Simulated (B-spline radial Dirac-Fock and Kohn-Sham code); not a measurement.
Kohn-Sham estimates against Dirac-Fock for the levels of Sb³⁹⁺

System: antimony as Sb³⁹⁺, configuration [Ne] 3s2.

The density-functional columns are spherical, spin-unpolarised Dirac-Kohn-Sham results without Breit or QED terms: −ε is minus the orbital energy of the initial state and ΔSCF the difference of two total energies. The reference in the last column comes from multi-electron Dirac-Fock with separately optimised hole states, Breit and Lamb-shift corrections added in first order. All numbers are from a radial B-spline solver, in eV; a selection of levels is shown. For the 1s level of heavy atoms much of the gap between ΔSCF and the reference is the Breit and QED part, -101.7 eV here; for other levels the error of the functional can be larger.

| level | LDA −ε | LDA ΔSCF | Dirac-Fock |
| --- | --- | --- | --- |
| 1s | 32706.0 | 33093.3 | 32997.8 |
| 2s | 6919.3 | 7014.4 | 7053.0 |
| 2p1/2 | 6659.7 | 6772.9 | 6757.2 |
| 2p3/2 | 6398.7 | 6506.5 | 6499.0 |
| 3s | 2788.3 | 2826.6 | 2814.9 |

For the outermost level NIST gives 2815 ± 4 eV (theoretical); the differences from it are LDA −ε -26.73, LDA ΔSCF +11.56, Dirac-Fock -0.08 eV.

Values without a named source are computed, but for edge energies of neutral atoms, which are taken from tables.
